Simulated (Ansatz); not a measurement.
CH5BGeO (`C[B]1[O][GeH2]1`), relaxed with RKS PBE-D4/def2-SVP in the Gaussian-basis code of Ansatz from a rough embedded geometry. The force threshold is 0.03 eV/Å; the program also tests the step.

Charge 0, multiplicity 1.

Start:

```xyz
9

C    -0.115    0.712    1.436
B     0.201   -0.305    0.340
O    -0.184   -1.495   -0.346
Ge    0.212   -0.615   -1.698
H    -1.116    1.189    1.296
H    -0.084    0.310    2.465
H     0.619    1.570    1.405
H     1.535   -1.133   -2.322
H    -1.067   -0.234   -2.576
```

```
        step  energy (eV)  largest force (eV/Å)  largest move (Å)
           1  -60335.7521                 6.704             0.000
           2  -60336.9096                 3.312             0.198
           3  -60337.3870                 1.128             0.144
           4  -60337.5165                 0.516             0.200
           5  -60337.5451                 0.487             0.101
6 (rejected)  -60337.5104                 1.493             0.167
           7  -60337.5609                 0.076             0.082
           8  -60337.5617                 0.085             0.018
           9  -60337.5625                 0.056             0.024
          10  -60337.5629                 0.017             0.020
```

End:

```xyz
9

C    -0.122    0.734    1.478
B    -0.048   -0.209    0.243
O    -0.119   -1.449   -0.131
Ge    0.213   -0.273   -1.821
H    -0.977    1.433    1.370
H    -0.244    0.157    2.418
H     0.793    1.356    1.547
H     1.478   -0.991   -2.391
H    -0.974   -0.759   -2.714
```

Run time 17 s (2 threads of an Arm Neoverse V2 on a shared host); peak host memory 0.15 GiB.
